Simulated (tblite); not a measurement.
Species: C3H4Cl2OSi.
SMILES with atom numbers: `[O:1]=[C:2]([Cl:3])/[CH:4]=[C:5](/[SiH3:6])[Cl:7]` (hydrogens: H8 on C4; H9, H10, H11 on Si6)

Geometry (GFN2-xTB, Å), atoms numbered from 1 in this order:
```
atom  x, y, z in Å
O1     2.5944    1.0957   -0.7644
C2     2.2057    0.1573   -0.1468
Cl3    3.3949   -0.9674    0.5667
C4     0.8528   -0.2666    0.1516
C5    -0.2573    0.3778   -0.2446
Si6   -2.0405   -0.1702    0.1480
Cl7   -0.1753    1.8076   -1.1725
H8     0.7454   -1.1663    0.7363
H9    -1.9592   -1.4004    0.9334
H10   -2.7021   -0.3842   -1.1355
H11   -2.6534    0.9193    0.9017
```

Calculated harmonic vibrations of the isolated species, GFN2-xTB (tblite), most abundant isotopes, no scaling. Against measured fundamentals such values can be off by several per cent, at times by over 20. Modes of hydrogen on silicon can be 10 to 20 % off. One conformer, not necessarily the lowest.

Harmonic wavenumbers (cm⁻¹): 39.2, 69.4, 112.7, 117.4, 171.2, 267.9, 313.0, 357.9, 443.5, 530.2, 572.3, 608.3, 623.2, 732.5, 750.2, 754.8, 772.1, 821.1, 925.6, 1040.1, 1248.5, 1566.0, 1793.1, 2282.9, 2301.6, 2302.5, 3100.0.

A = 2575, B = 775.4, C = 600.1 MHz; mass 153.941 u (most abundant isotopes); point group Cs, symmetry number 1.

Q: Zero-point energy?

A: ½Σν̃ = 12309 cm⁻¹ = 147.24 kJ/mol.

Q: What is S at 400 K and 1 bar for an ideal gas of classical rigid rotors and harmonic oscillators?

A: Translation 177.78, rotation 129.08, vibration 144.98: S = 451.8 J/(mol K).

Q: And Cp and H(400 K) − H(0)?

A: Cp = 160.02 J/(mol K), of which vibrations give 126.76 (their classical limit is 27 R = 224.5); H(400 K) − H(0) = 41.90 kJ/mol without the zero-point energy, 28.60 from vibrations.

Q: What must be added to the electronic energy to get the Gibbs energy at 400 K and 1 bar?

A: ZPE + [H(400 K) − H(0)] − T·S = 147.24 + 41.90 − 180.74 = 8.40 kJ/mol.

Q: How do the functions run with temperature in this model?

A: 
```csv
T (K),S (J/(mol K)),Cp (J/(mol K)),H − H(0) (kJ/mol),G − H(0) (kJ/mol),ln q(vib)
100,297.1,74.6,5.42,-24.29,1.86
200,359.2,108.3,14.57,-57.27,4.31
300,409.0,138.0,26.94,-95.75,6.63
500,489.4,176.4,58.76,-185.94,10.93
800,579.8,207.5,116.84,-347.01,16.49
1000,627.5,220.0,159.66,-467.88,19.70
```

q(vib) and H(0) count from the zero-point level.

Q: Which modes carry the vibrational entropy at 400 K?

A: 39.2 cm⁻¹: 24.61; 69.4 cm⁻¹: 19.87; 112.7 cm⁻¹: 15.88; 117.4 cm⁻¹: 15.54; 171.2 cm⁻¹: 12.48; 267.9 cm⁻¹: 8.94 J/(mol K); the other 21 give 47.67 together.

Hindered rotation and anharmonicity are outside this model. Other conformers, if any are populated, would add a mixing term that is left out.
